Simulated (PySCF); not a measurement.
C4H6F2, SMILES C[C@@H](F)/C=C\F. Heavy atoms are numbered as in [CH3:1][C@@H:2]([F:3])/[CH:4]=[CH:5]\[F:6]. Hydrogens are named by the atom that carries them.

Geometry: r2SCAN-D4/def2-SVP. The structure was generated by enumeration; whether it is a known compound was not checked. One conformer was computed; it need not be the lowest.

The numbers are results of PySCF with KT2/pcSseg-1, not measurements.

GIAO shieldings, no solvent; atoms alike by connectivity are averaged. δ = σ(ref) − σ: ¹³C against TMS (σ = 185.1 ppm); ¹⁹F against CFCl3 (σ = 127.1 ppm); ¹H against TMS (σ = 31.47 ppm), references at their B3LYP-D3(BJ)/def2-TZVP geometries, non-relativistic.

```tsv
nucleus	atoms	count	δ (ppm)
¹³C	C5 (CH)	1	156.3
¹³C	C4 (CH)	1	113.1
¹³C	C2 (CH)	1	90.3
¹³C	C1 (CH3)	1	26.6
¹⁹F	F6	1	-133.6
¹⁹F	F3	1	-218.4
¹H	H on C5	1	7.08
¹H	H on C2	1	5.22
¹H	H on C4	1	5.21
¹H	H on C1	3	1.80
```
